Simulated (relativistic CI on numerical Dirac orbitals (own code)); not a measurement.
Calculated at this level of theory: Dirac-Coulomb-Breit CI, orbitals from a KLI potential per configuration, model QED (radiative potential, 1s self-energy scaled to tabulated hydrogen-like ionisation energies), unscaled Slater integrals (own radial code, finite nucleus).

Configurations in the expansion (outside the closed core [Ar]): 3d¹⁰4s, 3d¹⁰4p, 3d¹⁰4d, 3d¹⁰4f, 3d¹⁰5s, 3d¹⁰5p, 3d⁹4s², 3d¹⁰5d, 3d¹⁰6s, 3d¹⁰6p, 3d¹⁰5f, 3d¹⁰5g, 3d¹⁰6d, 3d⁹4s4p, 3d¹⁰7s, 3d¹⁰7p, 3d¹⁰7d, 3d⁹4s4d, 3d⁹4s5s, 3d⁹4s5p, 3d⁹4s4f, 3d⁹4s5d, 3d⁹4s6s. Double excitations out of closed p, d and f shells are left out; levels of such configurations are missing from the list, as are those of other unlisted configurations, and high levels can miss mixing partners.

At this charge configurations can still be misplaced by up to about 7 % of their energy. 31 of the 69 excited levels that our extract of the measured tables holds in this range could be paired (the sources list more); they are missed by 7198 cm⁻¹ on average and 10539 at most, and levels without a partner can miss by more.

Outline of the computed level scheme of Kr VIII. Lowest level of each configuration: 3d¹⁰4s ²S1/2 at 0.0000 eV; 3d¹⁰4p ²P°1/2 at 17.6178 eV; 3d¹⁰4d ²D3/2 at 45.8760 eV; 3d¹⁰5s ²S1/2 at 59.9938 eV; 3d¹⁰5p ²P°1/2 at 66.9913 eV; 3d¹⁰4f ²F°7/2 at 68.9747 eV; 3d¹⁰5d ²D3/2 at 78.6099 eV; 3d⁹4s² ²D5/2 at 81.7235 eV; 3d¹⁰6s ²S1/2 at 84.8532 eV.

Some strong electric-dipole decays among the lowest 15 levels: 3d¹⁰4d ²D5/2 → 3d¹⁰4p ²P°3/2 (2.0e+10 s⁻¹); 3d¹⁰5s ²S1/2 → 3d¹⁰4p ²P°3/2 (1.9e+10 s⁻¹); 3d¹⁰4d ²D3/2 → 3d¹⁰4p ²P°1/2 (1.8e+10 s⁻¹); 3d¹⁰4f ²F°7/2 → 3d¹⁰4d ²D5/2 (1.8e+10 s⁻¹); 3d¹⁰4f ²F°5/2 → 3d¹⁰4d ²D3/2 (1.7e+10 s⁻¹); 3d¹⁰5s ²S1/2 → 3d¹⁰4p ²P°1/2 (9.3e+09 s⁻¹); 3d¹⁰6s ²S1/2 → 3d¹⁰4p ²P°3/2 (9.1e+09 s⁻¹); 3d¹⁰5p ²P°1/2 → 3d¹⁰4d ²D3/2 (6.7e+09 s⁻¹).

LS names give the leading component of a level, which can be under half, so a name can repeat, a term be missing and a line seem to break the LS rules.
